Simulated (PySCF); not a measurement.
Bonding in `C=C[P@H+](C)CCCC`

C₇H₁₆P (charge +1).
Atom-mapped SMILES: `[CH2:1]=[CH:2][P@H+:3]([CH3:4])[CH2:5][CH2:6][CH2:7][CH3:8]` (hydrogens: H9, H10 on C1; H11 on C2; H12 on P3; H13, H14, H15 on C4; H16, H17 on C5; H18, H19 on C6; H20, H21 on C7; H22, H23, H24 on C8)

Geometry (GFN2-xTB, Å), atoms numbered from 1 in this order:
```xyz
24
C7H16P angstrom
C     -3.6586    0.8342    0.6840
C     -2.8710   -0.1874    0.3787
P     -1.1991    0.0170   -0.2337
C     -1.0432   -0.7675   -1.8521
C     -0.0341   -0.6897    0.9709
C      1.4164   -0.7029    0.4853
C      1.8961    0.6870    0.0760
C      3.3797    0.6949   -0.2701
H     -3.3409    1.8596    0.5777
H     -4.6590    0.6812    1.0539
H     -3.1951   -1.2156    0.4882
H     -0.9995    1.3731   -0.3651
H     -1.2297   -1.8380   -1.7452
H     -0.0429   -0.6154   -2.2563
H     -1.7788   -0.3443   -2.5364
H     -0.1295   -0.1013    1.8896
H     -0.3841   -1.7061    1.1873
H      2.0420   -1.0756    1.2979
H      1.5285   -1.3945   -0.3520
H      1.3219    1.0265   -0.7957
H      1.7131    1.3887    0.8929
H      3.9731    0.4143    0.5958
H      3.6893    1.6866   -0.5872
H      3.5935   -0.0050   -1.0740
```

Bond orders from the PBE0/pcSseg-1 density (PySCF). The structure is a single GFN2-xTB conformer in the gas phase; no vibrational or solvent corrections.

(1) Where do the orders between heavy atoms depart from those drawn in the SMILES?

(2) Give the Mayer order of every bond between heavy atoms, beside its length.

Results:

(1) The largest departure is 0.078, at C7–C8 (drawn single, 1.078).

(2) 
| bond | drawn as | length (Å) | Mayer order |
| --- | --- | --- | --- |
| C1–C2 | double | 1.326 | 1.931 |
| C2–P3 | single | 1.792 | 1.004 |
| P3–C4 | single | 1.805 | 1.056 |
| P3–C5 | single | 1.819 | 0.989 |
| C5–C6 | single | 1.530 | 1.030 |
| C6–C7 | single | 1.526 | 1.007 |
| C7–C8 | single | 1.523 | 1.078 |

By pair of heavy elements: C–C: lowest C6–C7 (1.007, 1.526 Å), highest C1–C2 (1.931, 1.326 Å); in 1 of the 6 pairs the longer bond (by over 0.003 Å) has the higher order (by 0.02 or more). C–P: lowest P3–C5 (0.989, 1.819 Å), highest P3–C4 (1.056, 1.805 Å); in 1 of the 3 pairs the longer bond (by over 0.003 Å) has the higher order (by 0.02 or more).

Problem. And the bonds to hydrogen?

Solution. C–H: 0.91 to 0.96 (15 bonds); H–P: 0.92 (1 bond).

Problem. Sum the orders of all bonds at each heavy atom with more than one neighbour and set the sums beside the valence in the SMILES.

Solution. C1 3.820 (drawn 4), C2 3.851 (drawn 4), P3 3.968 (drawn 4), C4 3.824 (drawn 4), C5 3.843 (drawn 4), C6 3.915 (drawn 4), C7 3.950 (drawn 4), C8 3.964 (drawn 4). Orders between atoms that aren't bonded are not in these sums.

Mayer orders depend on the basis set.
